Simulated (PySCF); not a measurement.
## How methods differ on the ionisation energy of Zr(35+)

Zr(35+) [He] 2s2 2p1 (2P) → Zr(36+) [He] 2s2 (1S), as a difference of total energies. Calculation: PySCF 2.14, in an uncontracted even-tempered set (19 s from 12 bohr⁻², ratio 2.2; 12 p from 15 bohr⁻², ratio 2.2; 6 d from 61 bohr⁻², ratio 2.4; 5 f from 92 bohr⁻², ratio 2.4; 4 g from 140 bohr⁻², ratio 2.4); the spin-free X2C one-electron Hamiltonian (Gaussian nucleus). Correlated levels: nothing frozen; virtual orbitals above 40 to 60 times the deepest correlated orbital energy dropped. The calculations carry no spin-orbit coupling.

| method | ionisation energy (eV) |
| --- | --- |
| UHF | 4685.1 |
| LDA | 4680.7 |
| PBE | 4686.2 |
| PBE0 | 4686.1 |
| r2SCAN | 4687.9 |
| B3LYP | 4687.1 |
| BP86 | 4687.3 |
| MP2 (all electrons) | 4684.3 |
| SCS-MP2 (all electrons) | 4683.9 |

A first-order spin-orbit estimate (lowest level to lowest level, LS coupling) adds 63.840 eV.

For this ion Breit and QED terms and the two-electron picture change, all absent here, outweigh the differences among the correlated methods.

For comparison: 4744 ± 3 eV (semi-empirical (NIST evaluation); NIST Atomic Spectra Database, ionization energies).
